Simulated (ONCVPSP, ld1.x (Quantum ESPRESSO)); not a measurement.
**Potentials for gold (Au) compared**

Generated with ld1.x 7.5 (TM, RRKJ, ultrasoft, PAW), atompaw 4.2 or ONCVPSP 4.0.1. The cutoff is in Ry: for ld1.x and atompaw files where the sum of valence levels is converged to 10 mRy in a Bessel basis, for ONCV files where the hardest occupied wave has 1 mHa per electron of residual kinetic energy. The error is the largest all-electron minus pseudo excitation energy over each file’s own four to seven test configurations (ionisations up to +4, promotions, holes and added fractions of an electron), all of which were solved. The labels leave out finer settings (local radius, basis sizes, second energies), which also bear on the numbers. Spin-polarised tests are not counted. The rows are a selection from randomly drawn settings: files with unsolved tests, undetermined cutoffs or missed reference levels are left out.

A true bound ghost makes a file unfit for plane-wave use even where its test errors are small: the radial tests pick states by their node count and pass the ghost by.

```csv
potential,cutoff (Ry),largest error (meV),bound ghosts
"ONCV, PBE, scalar-relativistic, rc 1.60/1.40/2.10 (spd), local smoothed, core correction yes, reference 5s2 5p6 5d9, qcut 7.6/9.7/7.8, projectors 2/1/2",68,+46,none
"ONCV, PBE, scalar-relativistic, rc 1.65/1.15/1.40/0.80 (spdf), local smoothed, core correction no, reference 4f14 5s2 5p6 5d8, qcut 8.7/7.9/7.1/23.5, projectors 2/2/2/2",457,-61,s
"TM, PBE, scalar-relativistic, rc 1.40/1.35/1.85 (spd), local s, core correction yes, reference 5s2 5p6 5d10 6s0 6p0",100,+3692,none
"ONCV, PBE, non-relativistic, rc 1.45/1.25/1.75 (spd), local smoothed, core correction yes, reference 5s2 5p6 5d10 6s0.75, qcut 8.1/6.6/8.4, projectors 2/2/2",215,-3.5,s
"TM, PBE, scalar-relativistic, rc 1.55/1.60/1.50 (spd), local smoothed, core correction no, reference 5s2 5p6 5d9 6s0 6p0",70,+2026,none
```

(1) Fill in the row for Au: TM, PBE, scalar-relativistic, rc 2.30/3.00/1.65 (spd), local s, core correction yes, reference 5d10 6s1 6p0.

## Answers

(1) cutoff 45 Ry, largest error -378 meV, bound ghosts: none.
